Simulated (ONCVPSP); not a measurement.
## Pseudopotential generation for cadmium: ONCV, LDA (Perdew-Zunger), scalar-relativistic.

cadmium, optimised norm-conserving Vanderbilt (ONCV), made with ONCVPSP 4.0.1 (LDA (Perdew-Zunger), scalar-relativistic). Core [Ar] 3d10, reference 4s2 4p6 4d10 5s1 5p1. Waves: 4s+5s: rc 1.60 bohr, ncon 3, nbas 6, qcut 9.1 1/bohr, 3 projectors, debl 1.1 Ha; 4p+5p: rc 1.70 bohr, ncon 4, nbas 7, qcut 7.8 1/bohr, 3 projectors, debl 4 Ha; 4d: rc 1.85 bohr, ncon 5, nbas 9, qcut 7.9 1/bohr, 2 projectors, debl 3.5 Ha. Local part: polynomial inside 1.40 bohr (lpopt 2, dvloc0 0 Ha). Core correction: Teter function fitted to the true core (icmod 2), fcfact 0.7.

All-electron outer shells of the reference configuration (LDA (Perdew-Zunger), scalar-relativistic, ld1.x):

```tsv
shell	level (eV)	outermost node (bohr)	outermost maximum (bohr)
3p	-602.85	0.14	0.32
3d	-395.91	–	0.27
4s	-107.78	0.43	0.79
4p	-68.93	0.43	0.84
4d	-13.78	0.42	0.98
5s	-7.22	1.06	2.29
5p	-2.26	1.19	3.09
```

Calculated quality:

```json
{
 "Cutoffs needed": "26 Ha and 30 Ha (the cutoffs (Ha) at which the residual kinetic energy of the hardest occupied pseudo-wave falls to 1 and 0.1 mHa per electron)",
 "Ghost test": "no bound ghost flagged; no localised positive-energy state flagged",
 "Largest excitation error": "-4.6 meV (all-electron minus pseudo) for 4s2 4p6 4d10 5s0 5p0, out of 4 test configurations",
 "rms error of d²Exc/dni dnj": "3.46 mHa without and 0.85 mHa with the model core"
}
```

Generation and tests took about 4.1 s on one core of a shared server CPU.
